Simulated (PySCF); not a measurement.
Compound: C2H8O2Si3.
SMILES: `C#C[SiH](O[SiH3])O[SiH3]`

Computed, not measured: TDDFT PBE0/def2-SVPD, vertical, gas phase, core orbitals frozen in the response in PySCF 2.14.0, density-fitted response routines. One conformer (not necessarily the lowest) at the GFN2-xTB geometry, without solvent, vibrations or thermal averaging. Torsions of this conformer, `[CH:1]#[C:2][SiH:3]([O:4][SiH3:5])[O:6][SiH3:7]`: C2–Si3–O4–Si5 113°, C2–Si3–O6–Si7 -106°.

| state | E (eV) | E (kJ/mol) | λ (nm) | f | main configurations (H = HOMO, L = LUMO) |
| --- | --- | --- | --- | --- | --- |
| S1 | 6.16 | 594 | 201.3 | 0.0000 | H→L (49%), H-1→L+1 (21%), H→L+2 (19%) |
| S2 | 6.42 | 619 | 193.1 | 0.0002 | H→L+1 (42%), H-1→L (36%), H-1→L+2 (12%) |
| S3 | 6.43 | 620 | 192.8 | 0.0004 | H-1→L+1 (66%), H→L (18%) |
| S4 | 7.13 | 688 | 173.8 | 0.0034 | H-2→L (91%) |
| S5 | 7.25 | 699 | 171.1 | 0.0035 | H→L+2 (21%), H-4→L (20%), H-3→L (20%) |
| S6 | 7.31 | 705 | 169.7 | 0.0011 | H-3→L (55%), H-2→L+1 (27%) |
| S7 | 7.49 | 723 | 165.5 | 0.0044 | H-2→L+1 (49%), H→L+2 (14%), H-4→L (13%) |
| S8 | 7.56 | 729 | 164.1 | 0.062 | H-3→L+1 (58%), H→L+1 (12%), H-5→L (9%) |

Triplets (Tamm–Dancoff): T1 4.98 eV, H→L+1 (32%), H-1→L (30%), H-1→L+2 (19%); T2 5.47 eV, H-1→L+1 (33%), H→L (32%), H→L+2 (17%); T3 5.48 eV, H→L+1 (40%), H-1→L (27%), H-1→L+2 (15%).

The lowest singlet comes at 201 nm (594 kJ/mol) in the ultraviolet; it is dark (f under 0.0005); its leading configuration is HOMO→LUMO (49%). The most intense listed level is S8 at 7.56 eV (164 nm, f = 0.062), 1.40 eV above S1. It is the last of those listed, so stronger ones may follow. Löwdin shares by element: HOMO carbon 75%, oxygen 12%; LUMO carbon 31%, silicon 25% or more (atoms not listed hold the other 44%). The oscillator strengths of these states sum to 0.075; summed over the whole spectrum of an exact calculation they would give the number of electrons, 78 (Thomas–Reiche–Kuhn). Weighted by f, the mean energy of these states is 7.50 eV. Of the 8 states listed, 1 reaches f = 0.01 and 3 stay under 0.0005. Singlets were solved by full linear response, triplets in the Tamm–Dancoff approximation.
